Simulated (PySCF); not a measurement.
These are B3LYP-D3(BJ)/def2-TZVP // B3LYP-D3(BJ)/def2-SVP run with PySCF values and carry that method's errors. Isolated molecules, 0 K electronic values unless said otherwise. One relaxed conformer stands for a flexible species; it need not be the lowest. B3LYP has the VWN-RPA correlation part, as in Gaussian. Delta-SCF ions had no search for a lower state. 

Reference species (SMILES): `C[O][Ge]([F])([O]C)[O]C` (neutral, multiplicity 1).

* **vertical ionisation energy (Delta-SCF)**: 10.16 eV
* **LUMO**: -0.50 eV
* **HOMO–LUMO gap**: 7.67 eV
* **S1 oscillator strength**: 0.007

Changed species: `[O]([Ge]([F])([O]C)[F])C` (C–O–Ge–F torsion 170°, F–Ge–O–C torsion 67°) (2 of 4 F replaced by OCH3; the reference has 3 of 4 F replaced by OCH3).

Q: Give the shifts of the vertical ionisation energy (Delta-SCF), LUMO, HOMO–LUMO gap and S1 oscillator strength.

A: the vertical ionisation energy (Delta-SCF) rises by 0.59 eV, to 10.75 eV; the LUMO decreases by 0.52 eV, to -1.02 eV; the HOMO–LUMO gap drops by 0.12 eV, to 7.55 eV; the S1 oscillator strength stays essentially unchanged.
